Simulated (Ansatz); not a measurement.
`[F][GeH]([F])[Cl]` + `Br[Si]Br` → `[F][Ge]([F])([Cl])[Br]` + `[SiH]Br` at 700 K and 1 bar (redistribution).

Program: Ansatz. Geometries: PBE0-D4/def2-TZVP. ΔE: electronic, gas phase. CBS: MP2 limit from def2 TZ/QZ plus the TZ coupled-cluster correction, frozen cores. For Br, Ge outer-core shells are correlated without core-valence functions, which leaves a few kJ/mol of doubt a bond. Scalar relativity is left out up to krypton.

```csv
species,CCSD(T)/CBS energy (Eh),H − E (kJ/mol),S (J/(mol·K))
`[F][GeH]([F])[Cl]`,-2736.19042,88.4,388.8
`Br[Si]Br`,-5435.76988,41.4,353.0
`[F][Ge]([F])([Cl])[Br]`,-5308.95213,78.9,442.6
`[SiH]Br`,-2862.97869,49.0,302.5
```

H − E and S are ideal-gas, rigid-rotor, harmonic terms from PBE0-D4/def2-TZVP. 1 Eh = 2625.50 kJ/mol, R = 8.31446 J/(mol·K).

Problem. By hand: ΔE, ΔH, ΔS and ΔG.

Solution. ΔE = (-5308.95213) + (-2862.97869) − (-2736.19042) − (-5435.76988) = 0.02948 Eh = 77.4 kJ/mol. Δ(H − E) = 78.9 + 49.0 − 88.4 − 41.4 = -1.9, so ΔH = 75.5 kJ/mol. ΔS = 442.6 + 302.5 − 388.8 − 353.0 = 3.3 J/(mol·K). ΔG = 75.5 − 700 × (3.3)/1000 = 73.2 kJ/mol.

Problem. By hand: the equilibrium constant, and the temperature at which ΔG would vanish if ΔH and ΔS stayed fixed.

Solution. log₁₀ K = −ΔG/(RT ln 10) = -5.5. ΔG = 0 at ΔH/ΔS = 22879 K, far beyond where these terms or the molecules hold.

The number of gas molecules stays the same, so ΔS is small and ΔH decides. A doubt of 5 kJ/mol in ΔE shifts log₁₀ K by 0.4 here. These are equilibria of isolated gas molecules and say nothing of rates. Largest T1 diagnostic: 0.012 (customary marks: 0.02 for closed shells, 0.045 for open ones).
